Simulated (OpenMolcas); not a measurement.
**Se3+: the spin-orbit constant, worked from levels**

- Program: OpenMolcas
- Basis: ANO-RCC-VQZP [7s6p4d2f1g]
- Scalar Hamiltonian: DKH2, point nucleus
- Active space: 3 electrons in 8 orbitals (4s 4p 5s 5p)
- State averaging: 2S+1 = 4 odd, 1 root; 2S+1 = 2 odd, 11 roots; 2S+1 = 4 even, 3 roots; 2S+1 = 2 even, 9 roots
- Spin-orbit coupling: state interaction with AMFI integrals over the reference wave functions, term energies averaged over their components

Methods: CASSCF; MS-CASPT2, IPEA 0.25 Eh, imaginary shift 0.1 Eh (closed shells correlated: 3d). Measured levels: Moore, Atomic Energy Levels, vol. II, NSRDS-NBS 35 (1971 reprint of NBS Circular 467, 1952).

**The spin-orbit constant.** For the Hund term 2P* of p1, E(J) = (A/2) J(J+1) + constant and ζ = 2S·A = A. From J = 1/2 to J = 3/2 the energy changes by 1.5 A.

```
   Source  E(3/2) - E(1/2)       A     ζ
   CASSCF           3741.6  2494.4  2494
MS-CASPT2           3758.7  2505.8  2506
 measured           4376.0  2917.3  2917
```

All in cm-1. MS-CASPT2 is off by -14.1 % and CASSCF by -14.5 %. Both methods take the spin-orbit matrix elements from the reference wave functions, so the second can move ζ only through the term energies and any multistate remixing.

Over all roots computed the reference weight is 0.89 to 0.98 in MS-CASPT2; the roots of lowest weight are the least certain, and an intruder state may touch them. Active for correlation alone: 5p 5s; no level in the range computed is led by a configuration that fills them, so any true level of that kind is missing. Computed and measured levels are paired by configuration, term and J; levels that our copy of the source lacks, or whose pairing is in doubt (as where it misses far off the trend of its configuration), stay unpaired and out of the deviations. Only configurations of the active space appear.

* marks odd parity.
